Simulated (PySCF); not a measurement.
Compound: C₉H₁₃N.
Bonds: C1–C2, C2–C3 (aromatic), C3–C4 (aromatic), C4–C5 (aromatic), C5–C6 (aromatic), C6–C7 (aromatic), C7–N8, N8–C9, N8–C10, C2–C7 (aromatic). Hydrogens: H11, H12, H13 on C1; H14 on C3; H15 on C4; H16 on C5; H17 on C6; H18, H19, H20 on C9; H21, H22, H23 on C10.

The same species was optimised twice, with GFN2-xTB and with PBE0-D3(BJ)/def2-SVP (PySCF), and the same property calculations (PySCF, gas phase) were run on both structures.

```csv
coordinate,GFN2-xTB,PBE0-D3(BJ)/def2-SVP,change
C2–C7 (Å),1.403,1.416,+0.013
C2–C3 (Å),1.387,1.397,+0.010
C5–C6 (Å),1.382,1.392,+0.010
C3–C4 (Å),1.384,1.393,+0.009
C6–C7 (Å),1.393,1.403,+0.010
C4–C5 (Å),1.383,1.391,+0.008
N8–C10 (Å),1.444,1.439,-0.005
N8–C9 (Å),1.448,1.446,-0.002
C7–N8 (Å),1.412,1.411,-0.001
C1–C2 (Å),1.500,1.500,0.000
C6–C7–N8 (°),122.3,121.3,-1.0
C2–C7–N8 (°),118.7,119.6,+0.9
C7–N8–C9 (°),115.3,116.1,+0.8
C1–C2–C3 (°),119.5,120.1,+0.6
C9–N8–C10 (°),111.7,112.4,+0.7
C3–C2–C7 (°),119.0,118.5,-0.5
C2–C3–C4 (°),121.6,122.1,+0.5
C7–N8–C10 (°),116.8,117.3,+0.5
C6–C7–N8–C9 (°),109,112,+3
```

Rotational constants: A = 2127, B = 1168, C = 832.9 MHz (GFN2-xTB) against A = 2103, B = 1162, C = 821.8 MHz (PBE0-D3(BJ)/def2-SVP). Point groups within 0.08 Å: C1 and C1.

On the GFN2-xTB structure: HOMO (eV) -5.87 [PBE0/pcSseg-1]; LUMO (eV) 0.04 [PBE0/pcSseg-1]; dipole (D) 1.02 [PBE0/pcSseg-1]; GIAO shielding of C1 (ppm) 167.3 [PBE0/pcSseg-1]; GIAO shielding of C2 (ppm) 48.8 [PBE0/pcSseg-1]; GIAO shielding of C3 (ppm) 50.5 [PBE0/pcSseg-1]; GIAO shielding of C4 (ppm) 59.1 [PBE0/pcSseg-1]; GIAO shielding of C5 (ppm) 55.4 [PBE0/pcSseg-1]; GIAO shielding of C6 (ppm) 63.5 [PBE0/pcSseg-1]; GIAO shielding of C7 (ppm) 28.8 [PBE0/pcSseg-1]; GIAO shielding of N8 (ppm) 212.1 [PBE0/pcSseg-1].

**Question.** What do these properties become on the PBE0-D3(BJ)/def2-SVP structure?

**Answer.** 
```json
{"property": "HOMO (eV)", "level": "PBE0/pcSseg-1", "on GFN2-xTB": "-5.87", "on PBE0-D3(BJ)/def2-SVP": "-5.84", "change": "+0.03"}
{"property": "LUMO (eV)", "level": "PBE0/pcSseg-1", "on GFN2-xTB": "0.04", "on PBE0-D3(BJ)/def2-SVP": "-0.01", "change": "-0.05"}
{"property": "dipole (D)", "level": "PBE0/pcSseg-1", "on GFN2-xTB": "1.02", "on PBE0-D3(BJ)/def2-SVP": "1.09", "change": "+0.07"}
{"property": "energy, GFN2-xTB geometry as zero (kcal/mol)", "level": "PBE0/pcSseg-1", "on GFN2-xTB": "0.0", "on PBE0-D3(BJ)/def2-SVP": "-0.5", "change": "-0.5"}
{"property": "GIAO shielding of C1 (ppm)", "level": "PBE0/pcSseg-1", "on GFN2-xTB": "167.3", "on PBE0-D3(BJ)/def2-SVP": "164.2", "change": "-3.1"}
{"property": "GIAO shielding of C2 (ppm)", "level": "PBE0/pcSseg-1", "on GFN2-xTB": "48.8", "on PBE0-D3(BJ)/def2-SVP": "47.9", "change": "-0.9"}
{"property": "GIAO shielding of C3 (ppm)", "level": "PBE0/pcSseg-1", "on GFN2-xTB": "50.5", "on PBE0-D3(BJ)/def2-SVP": "47.9", "change": "-2.6"}
{"property": "GIAO shielding of C4 (ppm)", "level": "PBE0/pcSseg-1", "on GFN2-xTB": "59.1", "on PBE0-D3(BJ)/def2-SVP": "57.2", "change": "-1.9"}
{"property": "GIAO shielding of C5 (ppm)", "level": "PBE0/pcSseg-1", "on GFN2-xTB": "55.4", "on PBE0-D3(BJ)/def2-SVP": "52.6", "change": "-2.8"}
{"property": "GIAO shielding of C6 (ppm)", "level": "PBE0/pcSseg-1", "on GFN2-xTB": "63.5", "on PBE0-D3(BJ)/def2-SVP": "61.5", "change": "-2.0"}
{"property": "GIAO shielding of C7 (ppm)", "level": "PBE0/pcSseg-1", "on GFN2-xTB": "28.8", "on PBE0-D3(BJ)/def2-SVP": "27.6", "change": "-1.2"}
{"property": "GIAO shielding of N8 (ppm)", "level": "PBE0/pcSseg-1", "on GFN2-xTB": "212.1", "on PBE0-D3(BJ)/def2-SVP": "210.3", "change": "-1.8"}
```

The heavy atoms differ by 0.026 Å rms after alignment. Among bonds between heavy atoms C2–C7 changes most (+0.013 Å). Changes are differences of the printed values. Neither structure is proved a minimum here.

The values belong to the conformer `[CH3:1][c:2]1[cH:3][cH:4][cH:5][cH:6][c:7]1[N:8]([CH3:9])[CH3:10]`: C6–C7–N8–C9 112°.
